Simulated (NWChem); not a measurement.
Species: GaH, singlet; SMILES [GaH]

All runs: NWChem. Pople sets run with spherical d functions. Low-valent species are run as closed-shell singlets; no triplet was tried in these runs. The geometry was optimised at PBE0-D3(BJ)/def2-TZVP.

**Question.** Among these, which level gives the lowest value of “dipole (D)”?
A) TPSS/6-31G*
B) TPSS/3-21G
C) TPSS/6-311G**

**Answer.** A, TPSS/6-31G*. Values: TPSS/6-31G* 0.07; TPSS/3-21G 0.32; TPSS/6-311G** 0.40
